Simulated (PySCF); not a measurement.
Species: C4H4F4O2.
SMILES with atom numbers: `[F:1][CH:2]([F:3])[C@@H:4]1[O:5][C@H:6]([F:7])[O:8][C@@H:9]1[F:10]`

Probes without a nucleus sit at each ring's centroid and 1 Å off its mean plane on both sides; NICS is minus the shielding there, NICSzz its component along the normal. Level: GIAO PBE0/pcSseg-1 (PySCF, non-relativistic, gas phase) on the GFN2-xTB geometry, one conformer.

Ring bond lengths (Å), with Mayer bond orders in brackets: C4–O5 1.417 (0.90), O5–C6 1.367 (1.03), C6–O8 1.375 (1.00), O8–C9 1.386 (0.97), C9–C4 1.554 (0.99).

Give the NICS values of each ring in ppm.

```
          ring                                               type  NICS(0)  NICS(1), two faces  NICS(1)zz, two faces  rms pucker (Å)  centre to ring atoms, mean (Å)
C4–O5–C6–O8–C9  5-membered ring with 2 O; formal bonds all single     -8.8         -4.7 / -2.7          -10.1 / -3.1            0.13                            1.19
```

What can be read from them?

- C4–O5–C6–O8–C9: mean NICS(1)zz -6.6 ppm, shielded. C4, C6, C9 have four or more neighbours, and the NICS criterion for π rings isn't applied. The two faces differ by 7.0 ppm, so no symmetry operation interchanges them. NICS(0) lies 5 ppm below the mean NICS(1).

What is the mean of the two in-plane components of NICS at the second NICS(1) probe listed for ring C4–O5–C6–O8–C9, 1 Å off the ring?

The isotropic value is a third of the trace: (3 × -2.7 − (-3.1))/2 = -2.5 ppm.

List the ring angles and the Hirshfeld charges of the ring atoms.

- C4–O5–C6–O8–C9: C4 103.1° (+0.014 e), O5 107.0° (-0.139 e), C6 107.5° (+0.188 e), O8 106.8° (-0.139 e), C9 104.0° (+0.126 e); sum 528.3° against 540° for a flat convex ring.

How shielded are the nuclei of the rings and their hydrogens (means over atoms taken as equivalent)?

```json
{"atoms": "C4", "environment": "sp3 carbon bound to oxygen", "σ isotropic (ppm)": "103.2", "principal values of the symmetric part, first atom (ppm)": "78.0, 101.5, 130.1"}
{"atoms": "O5", "environment": "cyclic ether oxygen", "σ isotropic (ppm)": "208.2", "principal values of the symmetric part, first atom (ppm)": "135.6, 195.8, 293.1"}
{"atoms": "C6", "environment": "sp3 carbon bearing two oxygens", "σ isotropic (ppm)": "62.1", "principal values of the symmetric part, first atom (ppm)": "40.4, 70.9, 75.1"}
{"atoms": "O8", "environment": "cyclic ether oxygen", "σ isotropic (ppm)": "159.1", "principal values of the symmetric part, first atom (ppm)": "93.0, 171.3, 213.0"}
{"atoms": "C9", "environment": "sp3 C–F carbon", "σ isotropic (ppm)": "74.5", "principal values of the symmetric part, first atom (ppm)": "46.1, 77.0, 100.4"}
{"atoms": "H on C4", "environment": "methine hydrogen", "σ isotropic (ppm)": "27.32", "principal values of the symmetric part, first atom (ppm)": "24.2, 26.2, 31.6"}
{"atoms": "H on C6", "environment": "methine hydrogen", "σ isotropic (ppm)": "25.10", "principal values of the symmetric part, first atom (ppm)": "21.5, 22.8, 31.0"}
{"atoms": "H on C9", "environment": "methine hydrogen", "σ isotropic (ppm)": "25.35", "principal values of the symmetric part, first atom (ppm)": "22.0, 24.0, 30.0"}
```

Hardware: Arm Neoverse N1, one thread, no GPU, shared host. Cost: 57 s, 0.84 GiB resident at most. This is the whole shielding run at PBE0/pcSseg-1, SCF included.
